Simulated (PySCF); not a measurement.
Electronic absorption of (LiOH)3 ring

Compound: (LiOH)3 ring, H₃Li₃O₃.
Geometry (PBE0-D3(BJ)/def2-SVP, Å), atoms numbered from 1 in this order:
```
atom  x, y, z in Å
Li1   -0.2730    0.6656    1.4201
O2    -0.9890    1.5938    0.1057
Li3   -0.5739    0.6987   -1.3534
O4     0.3214   -0.7841   -1.6732
Li5    0.8410   -1.3538   -0.0901
O6     0.6686   -0.8118    1.5738
H7    -1.4889    2.4085    0.1707
H8     0.4851   -1.1950   -2.5232
H9     1.0087   -1.2220    2.3697
```

Level of theory: TDDFT CAM-B3LYP/def2-SVPD, vertical, gas phase, core orbitals frozen in the response (PySCF).

Problem. List the vertical singlet excitations with oscillator strengths and describe the spectrum.

Solution. 

```json
{"state": "S1", "E (eV)": "5.94", "E (hartree)": "0.2182", "f": "0.0000", "|μ| (D)": "0.01", "main configurations (H = HOMO, L = LUMO)": "H-1/H→L (≥66%)"}
{"state": "S2", "E (eV)": "5.95", "E (hartree)": "0.2187", "f": "0.0001", "|μ| (D)": "0.06", "main configurations (H = HOMO, L = LUMO)": "H-1/H→L (≥64%)"}
{"state": "S3", "E (eV)": "6.20", "E (hartree)": "0.2278", "f": "0.179", "|μ| (D)": "2.76", "main configurations (H = HOMO, L = LUMO)": "H-2→L (46%), H-1/H→L+1/L+2 (≥38%)"}
{"state": "S4", "E (eV)": "6.59", "E (hartree)": "0.2423", "f": "0.092", "|μ| (D)": "1.91", "main configurations (H = HOMO, L = LUMO)": "H-4→L (53%), H-3→L (13%)"}
{"state": "S5", "E (eV)": "6.59", "E (hartree)": "0.2423", "f": "0.090", "|μ| (D)": "1.90", "main configurations (H = HOMO, L = LUMO)": "H-3→L (52%), H-4→L (13%)"}
{"state": "S6", "E (eV)": "6.66", "E (hartree)": "0.2448", "f": "0.0000", "|μ| (D)": "0.03", "main configurations (H = HOMO, L = LUMO)": "H-5→L (50%), H-3→L+1/L+2 (≥18%), H-4→L+1/L+2 (≥17%)"}
{"state": "S7", "E (eV)": "6.80", "E (hartree)": "0.2499", "f": "0.0000", "|μ| (D)": "0.00", "main configurations (H = HOMO, L = LUMO)": "H-1/H→L+1/L+2 (≥78%)"}
{"state": "S8", "E (eV)": "6.94", "E (hartree)": "0.2549", "f": "0.0000", "|μ| (D)": "0.02", "main configurations (H = HOMO, L = LUMO)": "H-1/H→L+1/L+2 (≥56%), H-2→L+1/L+2 (≥20%)"}
{"state": "S9", "E (eV)": "6.95", "E (hartree)": "0.2553", "f": "0.0000", "|μ| (D)": "0.01", "main configurations (H = HOMO, L = LUMO)": "H-1/H→L+1/L+2 (≥57%), H-2→L+1/L+2 (≥20%)"}
{"state": "S10", "E (eV)": "7.30", "E (hartree)": "0.2684", "f": "0.0000", "|μ| (D)": "0.01", "main configurations (H = HOMO, L = LUMO)": "H-2→L+1/L+2 (≥31%), H-1/H→L (≥20%), H-1/H→L+5 (≥8%)"}
```

Triplets, Tamm–Dancoff:

```csv
state,E (eV),λ (nm),"main configurations (H = HOMO, L = LUMO)"
T1,5.74,216.0,"H-1/H→L (≥60%), H-2→L+1/L+2 (≥8%)"
T2,5.75,215.5,"H-1/H→L (≥58%), H-1/H→L+1/L+2 (≥8%), H-2→L+1/L+2 (≥8%)"
T3,5.91,209.7,"H-2→L (42%), H-1/H→L+1/L+2 (≥35%)"
```

The lowest singlet lies at 5.94 eV (209 nm, ultraviolet) and is dark (f under 0.0005); its leading configuration is HOMO-1/HOMO→LUMO (≥66%). The largest oscillator strength of a single state is 0.179. S4/S5 lie within about 0.01 eV of each other. Löwdin shares by element: HOMO (one of a set within 0.03 eV) oxygen 89% or more, hydrogen 5% or more; LUMO lithium 92%. Of the 10 states listed, 3 reach f = 0.01 and 7 stay under 0.0005. Orbital energies (eV): HOMO-3 -9.37, HOMO-2 -9.15, HOMO-1 -8.75, HOMO -8.75, LUMO 0.06, LUMO+1 0.54, LUMO+2 0.54. The oscillator strengths of these states sum to 0.360; summed over the whole spectrum of an exact calculation they would give the number of electrons, 36 (Thomas–Reiche–Kuhn). All these states lie below the vertical ionisation energy of 9.79 eV (ΔSCF). Orbitals of the list HOMO-3 to LUMO+2 that lie within 0.01 eV of each other are written together with a slash and their weights summed (≥ marks a lower bound); for degenerate orbitals outside that list single weights are arbitrary. Only the lowest 10 singlets were computed, as vertical energies without vibronic structure.

Time: 34 s. Hardware: an Arm Neoverse V2 with one thread (shared host).

One conformer stands for the species.
